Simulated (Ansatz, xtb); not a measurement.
C5H4Cl4: which of two isomers lies lower

Structure I is `C=C(Cl)C(=C)C(Cl)(Cl)Cl`, a singlet and structure II is `C=C=CC(Cl)(Cl)C(Cl)Cl`, a singlet. Both are isolated molecules in the gas phase, relaxed with r2SCAN-D4/def2-SVP; the shapes shown needn't be the lowest conformers.

I (Å):

| atom | x (Å) | y (Å) | z (Å) |
| --- | --- | --- | --- |
| C | 1.7951 | -1.1254 | -0.0872 |
| C | 0.7868 | -0.6744 | 0.6713 |
| C | -0.6104 | -0.5699 | 0.1822 |
| C | -1.1983 | -1.6394 | -0.3793 |
| C | -1.3332 | 0.7647 | 0.3249 |
| Cl | 1.0837 | -0.2166 | 2.3319 |
| Cl | -2.6734 | 0.9348 | -0.8595 |
| Cl | -0.1876 | 2.1165 | 0.0540 |
| Cl | -2.0392 | 0.9058 | 1.9734 |
| H | 2.8035 | -1.2312 | 0.3182 |
| H | 1.6131 | -1.3752 | -1.1349 |
| H | -2.2002 | -1.5831 | -0.8089 |
| H | -0.6706 | -2.5953 | -0.4057 |

II (Å):

```xyz
13

C     2.7324    0.0566   -1.2300
C     1.5330    0.0061   -0.7153
C     0.3373   -0.0362   -0.1759
C    -0.9323   -0.3278   -0.9165
C    -2.0097    0.7774   -0.7611
Cl   -1.6664   -1.8561   -0.2513
Cl   -0.6623   -0.5623   -2.6709
Cl   -1.4350    2.3133   -1.4569
Cl   -2.4564    1.0110    0.9533
H     3.3633   -0.8379   -1.2877
H     3.1362    0.9940   -1.6297
H     0.2011    0.1469    0.8978
H    -2.9169    0.4760   -1.3012
```

Q: Estimate E(II) − E(I) at the level CCSD(T)/def2-SVP + ΔMP2/def2-TZVPP.

A: Calculated at CCSD(T)/def2-SVP + ΔMP2/def2-TZVPP: E(II) − E(I) = +7.8 kcal/mol, so structure I lies lower.

Level by level:

```tsv
level	geometry	E(II) − E(I) (kcal/mol)	departure from the last row (kcal/mol)	job, with rough time for the two
GFN2-xTB	GFN2-xTB	+10.7	+2.9	optimisation, 0.55 s
HF/STO-3G	GFN2-xTB	+7.3	−0.5	single point, 0.76 s
r2SCAN-D4/def2-SVP//GFN2-xTB	GFN2-xTB	+6.0	−1.7	single point, 5.7 s
r2SCAN-D4/def2-SVP	r2SCAN-D4/def2-SVP	+6.5	−1.3	optimisation, 79 s
HF/def2-SVP	r2SCAN-D4/def2-SVP	+5.3	−2.5	part of the CCSD(T) run
MP2/def2-SVP	r2SCAN-D4/def2-SVP	+9.1	+1.4	part of the CCSD(T) run
CCSD(T)/def2-SVP	r2SCAN-D4/def2-SVP	+8.3	+0.6	single point
CCSD(T)/def2-SVP + ΔMP2/def2-TZVPP	r2SCAN-D4/def2-SVP	+7.8		single point, 2.7 min
```

As drawn, both hold the same kinds of bond in the same numbers.

None of the levels shown reverses the order. The largest departure from CCSD(T)/def2-SVP + ΔMP2/def2-TZVPP is that of GFN2-xTB, 2.9 kcal/mol. The last row adds to CCSD(T) the change of the MP2 difference between the two basis sets, here −0.6 kcal/mol.

With thermal terms from frequencies at re-optimised GFN2-xTB minima (ideal gas, soft modes damped towards free rotors, one conformer each, 298.15 K, 1 atm): on the last row, ΔE + ΔZPE = +7.1, ΔH = +7.3, ΔG = +6.7 kcal/mol.

The correlated steps freeze 25 core orbitals. Programs: Ansatz 0.2.0, xtb 6.7.1; the last row on 4 threads of Arm Neoverse V1 on a shared host.
